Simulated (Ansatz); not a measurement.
`[Br][Ga]([Br])[Br]` + HCl → `[Cl][Ga]([Br])[Br]` + HBr  (ligand exchange at a Ga–Br bond)

Program: Ansatz. Geometries: PBE0-D4/def2-TZVP. ΔE: electronic, gas phase. CCSD(T)/CBS is the MP2 limit (def2-TZVPP, def2-QZVPP) plus CCSD(T) − MP2 in def2-TZVPP, frozen cores. This one scheme is used for every species. For Br, Ga outer-core shells are correlated without core-valence functions, which leaves a few kJ/mol of doubt a bond. Scalar relativity is left out up to krypton.

`[Br][Ga]([Br])[Br]`:

Cartesian coordinates in Å:
```
Br 0.911 1.956 0.675
Ga 0.000 0.000 0.000
Br 0.456 -1.907 1.125
Br -1.367 -0.049 -1.800
```

HCl:

```xyz
2

Cl    0.422    0.332    0.348
H    -0.422   -0.332   -0.348
```

`[Cl][Ga]([Br])[Br]`:

Cartesian coordinates in Å:
```
Cl -0.658 -1.999 0.421
Ga -0.009 -0.027 0.006
Br 1.976 0.303 -1.019
Br -1.310 1.723 0.593
```

HBr:

```xyz
2

Br   -0.465   -0.532    0.069
H     0.465    0.532   -0.069
```

```csv
species,CCSD(T)/def2-TZVPP energy (Eh)
`[Br][Ga]([Br])[Br]`,-9641.76278
HCl,-460.33125
`[Cl][Ga]([Br])[Br]`,-7528.78065
HBr,-2573.30857
```

Task: Work out ΔE.

Result: ΔE = (-7528.78065) + (-2573.30857) − (-9641.76278) − (-460.33125) = 0.00481 Eh = +0.13 eV. CCSD(T)/CBS gives +0.14 eV.

Largest T1 diagnostic among the species: 0.009.

At CCSD(T), def2-SVP lies −0.08 eV from the extrapolated value and def2-TZVPP −0.00 eV. Leaving LDA and LC-ωPBE aside and taking each functional with its dispersion term where it has one, the values, not all of them listed here, spread over 0.06 eV, from B97M-V to HSE06-D4.
